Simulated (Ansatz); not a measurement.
Computed with Ansatz on PBE0-D4/def2-TZVP structures; ΔE is electronic, products minus reactants. CCSD(T)/CBS is the MP2 limit (def2-TZVPP, def2-QZVPP) plus CCSD(T) − MP2 in def2-TZVPP, frozen cores. DFT in def2-TZVPP. Each species was taken in one conformer, which may not be the lowest.

Reaction (ligand exchange at the Si–C bond): `OC(O)([SiH3])[SiH3]` + `N[SiH](O)[SiH3]` → `N[SiH]([SiH3])O[SiH3]` + `OC(O)[SiH3]`

`OC(O)([SiH3])[SiH3]`:

Cartesian coordinates in Å:
```
O -0.758 1.513 -0.318
C -0.054 0.409 0.226
O 0.230 0.581 1.604
Si -1.037 -1.204 -0.050
Si 1.643 0.407 -0.648
H -1.682 1.481 -0.044
H -0.566 0.429 2.126
H -0.324 -2.381 0.505
H -1.346 -1.417 -1.486
H -2.315 -1.005 0.702
H 2.336 1.690 -0.379
H 1.428 0.229 -2.107
H 2.444 -0.732 -0.131
```

`N[SiH](O)[SiH3]`:

Cartesian coordinates in Å:
```
N 0.867 -0.386 1.480
Si -0.292 -0.555 0.236
O -1.832 -0.102 0.635
Si 0.234 0.827 -1.575
H 1.223 -1.168 2.002
H 1.178 0.498 1.844
H -0.248 -2.009 -0.093
H -2.235 -0.533 1.391
H 1.482 0.349 -2.231
H -0.851 0.861 -2.593
H 0.473 2.219 -1.097
```

`N[SiH]([SiH3])O[SiH3]`:

Z-matrix (Å, degrees):
```
Si
Si 1 2.343
O 1 1.647 2 108.4
N 1 1.708 2 107.3 3 125.0
H 1 1.484 2 113.7 3 -116.9
H 2 1.488 1 111.4 3 42.9
H 2 1.488 1 110.9 3 164.1
H 2 1.492 1 109.5 3 -76.7
Si 3 1.634 1 141.5 2 88.4
H 4 1.006 1 122.7 2 160.2
H 4 1.006 1 122.7 2 -39.1
H 9 1.483 3 108.4 1 -164.3
H 9 1.487 3 110.6 1 75.8
H 9 1.489 3 110.6 1 -44.5
```

`OC(O)[SiH3]`:

```xyz
10

O    -0.377   -1.560   -0.257
C    -0.508   -0.288    0.321
O    -1.596    0.428   -0.216
Si    1.149    0.627    0.061
H    -1.184   -2.056   -0.081
H    -0.743   -0.365    1.390
H    -1.423    0.577   -1.152
H     2.302   -0.180    0.531
H     1.102    1.915    0.800
H     1.278    0.904   -1.396
```

(1) Is it downhill or uphill in electronic energy at CCSD(T)/CBS, and by how much? (Estimate.)

(2) What do these levels give: PBE-D4, r2SCAN-D4, PBE0-D4, r2SCAN, PBE0, HF/CBS(def2)? (Best estimate.)

Largest T1 diagnostic among the species: 0.013.

Answers

(1) Ansatz gave: Downhill: ΔE = -32.9 kcal/mol.

(2) Ansatz gave: PBE-D4 -28.5, r2SCAN-D4 -32.1, PBE0-D4 -31.0, r2SCAN -32.2, PBE0 -31.3, HF/CBS(def2) -41.5 kcal/mol.

In def2-TZVPP, CCSD(T) changes the Hartree–Fock value by +7.8 kcal/mol (the triples alone add +1.2 kcal/mol) and MP2 by +7.4 kcal/mol. From PBE to PBE0 (25 % exact exchange), in def2-TZVPP and without D4, ΔE moves by −2.4 kcal/mol.
